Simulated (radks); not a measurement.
Fractional charge and spin in the 5s shell of barium: the spin-up occupation runs from 0 to 1 and the spin-down occupation from 0 to 1; the fullest corner is Ba3+, [Kr] 4d10 5p(up 2.5, down 2.5) 5s(up 1, down 1). All-electron calculation, scalar-relativistic Kohn-Sham, PBE, spin-polarised, spherical densities, point nucleus. Program: a radial shooting solver on a logarithmic mesh with Libxc functionals. Energy (eV) above the fullest corner. The planes named below are the two flat planes that join the four corners, with an edge along up + down = one added electron.

| down \ up | 0 | 0.25 | 0.5 | 0.75 | 1 |
|---|---|---|---|---|---|
| 0 | 142.062 | 121.330 | 101.426 | 82.343 | 64.077 |
| 0.25 | 121.330 | 101.493 | 82.474 | 64.269 | 46.873 |
| 0.5 | 101.426 | 82.474 | 64.333 | 46.998 | 30.463 |
| 0.75 | 82.343 | 64.269 | 46.998 | 30.524 | 14.840 |
| 1 | 64.077 | 46.873 | 30.463 | 14.840 | 0.000 |

Corners above the fullest one (they belong to Ba4+ and the next ion): (up 1, down 0) 64.077 eV, (up 0, down 1) 64.077 eV, (up 0, down 0) 142.06 eV. With half an added electron in each spin the energy lies 0.256 eV from the planes, and with half an added electron in spin up alone -1.644 eV. The planes are only a guide here: the flat-plane condition holds for ground states with one frontier orbital, while this shell lies below other occupied shells, so the corners above the fullest one are inner-hole states and not the ground states of those ions.
